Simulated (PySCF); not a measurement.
C3H8Si, SMILES [SiH2]1CCC1. The structure is a stationary point at PBE-D3(BJ)/def2-SVP.

Computed equilibrium geometry at PBE-D3(BJ)/def2-SVP (PySCF confirms it by a frequency run) as bond lengths and angles, and its point group:
point group Cs.
Atoms: C1 C2 Si3 C4 H5 H6 H7 H8 H9 H10 H11 H12. Bonded distances (Å): C1–C2 1.562, C1–C4 1.562, C1–H5 1.112, C1–H6 1.111, C2–Si3 1.911, C2–H7 1.110, C2–H8 1.107, Si3–C4 1.911, Si3–H9 1.507, Si3–H10 1.509, C4–H11 1.110, C4–H12 1.107. Angles (°): C2–C1–C4 100.9, C2–C1–H5 114.9, C2–C1–H6 109.7, C4–C1–H5 114.9, C4–C1–H6 109.7, H5–C1–H6 106.7, C1–C2–Si3 86.7, C1–C2–H7 111.2, C1–C2–H8 116.7, Si3–C2–H7 110.5, Si3–C2–H8 121.8, H7–C2–H8 108.4, C2–Si3–C4 78.2, C2–Si3–H9 113.3, C2–Si3–H10 120.5, C4–Si3–H9 113.3, C4–Si3–H10 120.5, H9–Si3–H10 108.5, C1–C4–Si3 86.7, C1–C4–H11 111.2, C1–C4–H12 116.7, Si3–C4–H11 110.5, Si3–C4–H12 121.8, H11–C4–H12 108.4.
Charge 0, spin multiplicity 1.
